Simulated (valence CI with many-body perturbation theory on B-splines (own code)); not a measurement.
Level structure of Nb²⁺

Calculated by valence CI with perturbative core correlation (CI+MBPT): three valence electrons over a frozen Dirac-Fock core [Kr], radial functions for each j: 7 s, 7 p, 8 d, 6 f, 4 g, 1 h, with the one-electron correlation potential Σ1, the two-electron term Σ2, the three-electron term Σ3, Breit, model QED; selected CI, second order for the rest, scaled by the run's own slope (own B-spline code, finite nucleus).

Against 24 measured levels this calculation errs by 551 cm⁻¹ on average and by 1058 at most. These come from a selection out of Shadmi, J. Res. Natl. Bur. Stand. 70A, 435 (1966). Levels without a partner in it may be off by more, other configurations by 1,000 to 8,000 cm⁻¹.

Levels 91 to 135 of 228, with energies above the lowest level, 4d3 4F_3/2. "Leading %" is the weight of the configuration and term that name the level; weights of strongly mixed levels are sums over their largest components and can fall short. In the jj column 3d3/2^4 stands for four electrons in 3d with j = 3/2. Lifetimes count E1, E2, E3, M1 and M2 decay at the calculated energies, and are blank where another channel may lead or the interval is too uncertain; long ones can be off by a factor of two.

```tsv
No.	Configuration	Term	J	E (cm⁻¹)	Leading %	Leading jj	Lifetime
91	4d 5s 5p	2D°	5/2	106181	77	4d5/2 5s 5p1/2 (32 %)	1.06 ns
92	4d 5s 5p	2D°	3/2	106570	83	4d5/2 5s 5p3/2 (40 %)	1.06 ns
93	4d 5s 5p	4P°	1/2	108796	95	4d3/2 5s 5p3/2 (86 %)	1.12 ns
94	4d 5s 5p	4P°	3/2	108833	90	4d3/2 5s 5p3/2 (52 %)	1.12 ns
95	4d 5s 5p	4P°	5/2	109431	86	4d5/2 5s 5p3/2 (61 %)	1.10 ns
96	4d 5s 5p	2F°	5/2	113483	92	4d5/2 5s 5p1/2 (51 %)	852 ps
97	4d 5s 5p	2F°	7/2	114249	93	4d3/2 5s 5p3/2 (44 %)	784 ps
98	4d 5s 5p	2P°	3/2	115112	88	4d5/2 5s 5p3/2 (54 %)	1.31 ns
99	4d 5s 5p	2P°	1/2	116111	91	4d5/2 5s 5p3/2 (81 %)	1.32 ns
100	4d2 5d	4G	5/2	116899	66	4d3/2^2 5d3/2 (71 %)	893 ps
101	4d2 5d	4H	7/2	117363	63	4d3/2^2 5d3/2 (51 %)	875 ps
102	4d2 5d	4D	1/2	117724	79	4d3/2^2 5d3/2 (59 %)	934 ps
103	4d2 5d	2F	5/2	117754	56	4d3/2^2 5d5/2 (42 %)	954 ps
104	4d2 5d	4G	7/2	117786	64	4d3/2 4d5/2 5d3/2 (54 %)	880 ps
105	4d2 6s	4F	3/2	117920	96	4d3/2^2 6s (73 %)	1.00 ns
106	4d2 5d	4H	9/2	117984	60	4d3/2^2 5d5/2 (40 %)	896 ps
107	4d2 5d	4D	3/2	118188	91	4d3/2^2 5d5/2 (46 %)	943 ps
108	4d2 6s	4F	5/2	118317	84	4d3/2^2 6s (57 %)	1.01 ns
109	4d2 5d	2F	7/2	118492	74	4d3/2 4d5/2 5d3/2 (40 %)	951 ps
110	4d2 5d	4G	9/2	118587	60	4d3/2 4d5/2 5d3/2 (41 %)	886 ps
111	4d2 5d	4H	11/2	118816	62	4d3/2 4d5/2 5d5/2 (82 %)	907 ps
112	4d2 5d	4D	5/2	118819	84	4d3/2 4d5/2 5d5/2 (72 %)	953 ps
113	4d2 6s	4F	7/2	119157	90	4d3/2 4d5/2 6s (91 %)	1.00 ns
114	4d2 5d	2P	1/2	119278	64	4d3/2 4d5/2 5d5/2 (42 %)	1.02 ns
115	4d2 5d	4G	11/2	119443	62	4d5/2^2 5d5/2 (39 %)	894 ps
116	4d2 5d	4D	7/2	119744	83	4d5/2^2 5d5/2 (43 %)	952 ps
117	4d2 6s	2F	5/2	119920	84	4d3/2 4d5/2 6s (79 %)	1.04 ns
118	4d2 5d	4H	13/2	119958	97	4d5/2^2 5d5/2 (74 %)	900 ps
119	4d2 6s	4F	9/2	120219	96	4d5/2^2 6s (73 %)	997 ps
120	4d2 5d	2P	3/2	120224	50	4d3/2 4d5/2 5d3/2 (60 %)	1.02 ns
121	4d2 5d	4P	1/2	120328	76	4d3/2 4d5/2 5d5/2 (57 %)	1.04 ns
122	4d2 5d	2G	7/2	120768	80	4d3/2 4d5/2 5d5/2 (33 %)	958 ps
123	4d2 5d	4P	3/2	121288	54	4d3/2 4d5/2 5d5/2 (51 %)	1.04 ns
124	4d2 5d	2H	9/2	121368	95	4d3/2 4d5/2 5d3/2 (34 %)	1.02 ns
125	4d2 6s	2F	7/2	121391	89	4d5/2^2 6s (66 %)	1.05 ns
126	4d2 5d	4P	5/2	121517	78	4d5/2^2 5d3/2 (43 %)	1.01 ns
127	4d2 5d	2G	9/2	121702	94	4d5/2^2 5d3/2 (37 %)	958 ps
128	4d2 5d	4F	3/2	121712	57	4d3/2^2 5d3/2 (40 %)	1.01 ns
129	4d2 5d	2D	3/2	122112	51	4d3/2 4d5/2 5d5/2 (49 %)	1.00 ns
130	4d2 5d	4F	5/2	122332	77	4d3/2 4d5/2 5d3/2 (57 %)	1.01 ns
131	4d2 5d	2D	5/2	122726	68	4d5/2^2 5d5/2 (59 %)	1.00 ns
132	4d2 5d	2H	11/2	122775	95	4d5/2^2 5d5/2 (34 %)	1.01 ns
133	4d 5s 5p	2D°	3/2	122931	81	4d3/2 5s 5p3/2 (55 %)	323 ps
134	4d2 5d	4F	7/2	123021	93	4d3/2 4d5/2 5d5/2 (38 %)	1.01 ns
135	4d2 5d	4F	9/2	123720	94	4d5/2^2 5d5/2 (46 %)	1.02 ns
```

Names give the largest LS component (configuration and term), which can be under half, so a name can repeat, a term be missing and a line seem to break the LS rules; names also repeat where a configuration has a term twice.

Where two levels of one J and parity lie close, their mixing, g and order are uncertain.
